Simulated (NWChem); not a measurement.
# C2H5FSi; SMILES F/C=C\[SiH3]

All runs: NWChem. Pople sets run with spherical d functions. Geometry: optimised at PBE0/def2-SVP. Level: PBE0/6-31G* with SMD, gas-phase geometry; reactions with the solvents are ignored.

```
SMD term (kcal/mol)                 water  dichloromethane
----------------------------------  -----  ---------------
distortion of the solute's density   0.45             0.34
polarisation                        -2.91            -2.52
cavity, dispersion and structure     4.39             0.30
```

Q: Sum the solvation free energies, find the transfer free energy from water to dichloromethane and the partition coefficient at 298.15 K.

A: 
1. ΔG(solv, water) = 1.93 kcal/mol and ΔG(solv, dichloromethane) = -1.88 kcal/mol (1 M gas to 1 M solution).
2. Transfer: -1.88 − (1.93) = -3.81 kcal/mol.
3. log₁₀ K(dichloromethane/water) = −ΔG/(RT ln 10) = 3.81/1.364 = 2.8, so the model puts more of the solute in dichloromethane.
4. Of the transfer energy, 0.28 kcal/mol is electrostatic and -4.09 comes from the non-electrostatic term. The two phases are taken as the pure solvents.
